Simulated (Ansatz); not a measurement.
`OCN[SiH2]S`, relaxed with RKS PBE-D4/def2-SVP in the Gaussian-basis code of Ansatz from a rough embedded geometry. The force threshold is 0.03 eV/Å; the program also tests the step.

Charge 0, multiplicity 1.

Start:

```xyz
12

O    -1.180    2.101   -0.320
C    -0.869    0.759   -0.487
N     0.399    0.551    0.183
Si    1.217   -0.987    0.094
S     0.240   -2.224    1.543
H    -1.065    2.223    0.686
H    -1.663    0.112   -0.094
H    -0.837    0.557   -1.598
H     1.000    1.263   -0.256
H     1.136   -1.482   -1.227
H     2.599   -0.664    0.573
H    -0.977   -2.207    0.902
```

| step | energy (eV) | largest force (eV/Å) | largest move (Å) |
| --- | --- | --- | --- |
| 1 | -23378.2233 | 2.080 | 0.000 |
| 2 | -23378.5475 | 0.642 | 0.191 |
| 3 | -23378.5929 | 0.373 | 0.152 |
| 4 | -23378.6492 | 0.317 | 0.172 |
| 5 | -23378.6680 | 0.518 | 0.200 |
| 6 | -23378.6937 | 0.498 | 0.166 |
| 7 | -23378.7215 | 0.223 | 0.200 |
| 8 | -23378.7390 | 0.315 | 0.156 |
| 9 | -23378.7506 | 0.520 | 0.113 |
| 10 | -23378.7605 | 0.337 | 0.104 |
| 11 | -23378.7780 | 0.104 | 0.200 |
| 12 | -23378.7835 | 0.340 | 0.111 |
| 13 | -23378.7912 | 0.255 | 0.063 |
| 14 | -23378.8009 | 0.442 | 0.195 |
| 15 | -23378.8126 | 0.328 | 0.086 |
| 16 | -23378.8298 | 0.181 | 0.118 |
| 17 | -23378.8480 | 0.251 | 0.196 |
| 18 (rejected) | -23378.8453 | 0.307 | 0.160 |
| 19 | -23378.8545 | 0.108 | 0.080 |
| 20 | -23378.8579 | 0.082 | 0.081 |
| 21 (rejected) | -23378.8572 | 0.099 | 0.045 |
| 22 | -23378.8584 | 0.041 | 0.022 |
| 23 | -23378.8587 | 0.026 | 0.048 |

End:

```xyz
12

O    -1.335    1.526    0.394
C    -0.752    0.985   -0.767
N     0.653    0.628   -0.632
Si    1.106   -0.886    0.096
S    -0.015   -1.294    1.948
H    -1.257    0.835    1.088
H    -1.285    0.065   -1.121
H    -0.872    1.755   -1.558
H     1.246    1.436   -0.413
H     0.784   -2.041   -0.806
H     2.568   -0.808    0.418
H    -0.840   -2.201    1.352
```

Hardware: 4 threads of an Arm Neoverse V2 on a shared host. Wall time 29 s, peak host memory 0.18 GiB.
